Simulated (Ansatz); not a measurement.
Compare A (`[NH2][SnH2][SiH2]O`) with its isomer B (`N[SiH](O)[SnH3]`).

Gas-phase electronic energies from Ansatz, PBE0-D4/def2-TZVP geometries. CBS: MP2 limit from def2 TZ/QZ plus the TZ coupled-cluster correction, frozen cores. DFT in def2-TZVPP. B3LYP here is the variant with VWN-RPA as its local correlation; programs differ in this. Elements past krypton have def2 core potentials. For Sn outer-core shells are correlated without core-valence functions, which leaves a few kJ/mol of doubt a bond. One conformer a species, not always the lowest.

Question: Which is lower in electronic energy at CCSD(T)/CBS, and by how much? (An estimate is asked.)

Answer: Computed: B, by 59.4 kJ/mol.

Question: Give E(B) − E(A) in kJ/mol with B3LYP, CCSD(T)/def2-TZVPP, B3LYP-D4, ωB97M-V, MP2/def2-TZVPP, CCSD/def2-TZVPP, B2PLYP. (An estimate is asked.)

Answer: The calculation gave: B3LYP -63.0, CCSD(T)/def2-TZVPP -61.8, B3LYP-D4 -61.5, ωB97M-V -65.9, MP2/def2-TZVPP -60.4, CCSD/def2-TZVPP -66.4, B2PLYP -62.0. None reverses the order clearly.

Largest T1 diagnostic: 0.013.

In def2-TZVPP, CCSD(T) changes the Hartree–Fock value by +20.7 kJ/mol (the triples alone add +4.5 kJ/mol) and MP2 by +22.1 kJ/mol. From PBE to PBE0 (25 % exact exchange), in def2-TZVPP and without D4, E(B) − E(A) moves by −7.9 kJ/mol.
